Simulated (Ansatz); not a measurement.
Total energies of NbSe(OSiH3)3 (NbSi3SeO3H9) from Ansatz at PBE0-D4/def2-SVP, gas phase (1 Eh = 27.2114 eV = 2625.5 kJ/mol). The reference geometry is relaxed at PBE-D4/def2-SVP.

```json
{"state": "charge 0 singlet", "geometry": "reference", "energy (Eh)": "-3556.77664"}
{"state": "charge 1 doublet", "geometry": "reference", "energy (Eh)": "-3556.45545"}
{"state": "charge -1 doublet", "geometry": "reference", "energy (Eh)": "-3556.78759"}
{"state": "free Nb atom (sextet)", "geometry": "–", "energy (Eh)": "-56.80393"}
{"state": "free Se atom (triplet)", "geometry": "–", "energy (Eh)": "-2400.91098"}
{"state": "free O atom (triplet)", "geometry": "–", "energy (Eh)": "-74.92490"}
{"state": "free Si atom (triplet)", "geometry": "–", "energy (Eh)": "-289.15194"}
{"state": "free H atom (doublet)", "geometry": "–", "energy (Eh)": "-0.50029"}
```

In the def2 sets Nb takes a core potential; there is no spin–orbit coupling.

Problem. Work out the vertical ionisation energy to the doublet.

Solution. E(charge 1 doublet) − E(charge 0 singlet) = -3556.45545 − (-3556.77664) = 0.32119 Eh = 8.74 eV. For comparison, −ε of the highest occupied level is 6.95 eV at this level, 1.79 eV less.

Problem. Work out the vertical electron affinity, to the doublet.

Solution. E(charge 0 singlet) − E(charge -1 doublet) = -3556.77664 − (-3556.78759) = 0.01095 Eh = 0.30 eV. The basis lacks diffuse functions, which makes affinities too small.

Problem. Give the fundamental gap IE − EA, the Mulliken electronegativity (IE + EA)/2 and the hardness (IE − EA)/2.

Solution. From the values in Eh: IE − EA = 0.32119 − 0.01095 = 0.31024 Eh = 8.44 eV; (IE + EA)/2 = 4.52 eV; (IE − EA)/2 = 4.22 eV. The HOMO–LUMO gap of the same run is 5.19 eV, 3.25 eV smaller than the fundamental gap.

Problem. What is the binding energy per atom against free atoms?

Solution. Atoms: 1 × (-56.80393) + 1 × (-2400.91098) + 3 × (-74.92490) + 3 × (-289.15194) + 9 × (-0.50029) = -3554.44804 Eh. Binding: -3554.44804 − (-3556.77664) = 2.32860 Eh = 63.36 eV, or 3.73 eV for each of 17 atoms (no zero-point energy, no counterpoise term).

At PBE0-D4/def2-SVP the highest occupied level of the charge -1 doublet lies above zero (up to 1.28 eV). By energy differences its removal costs 0.30 eV (vertical, to the charge 0 singlet, at PBE0-D4/def2-SVP); self-interaction error and the lack of diffuse functions both raise the level.
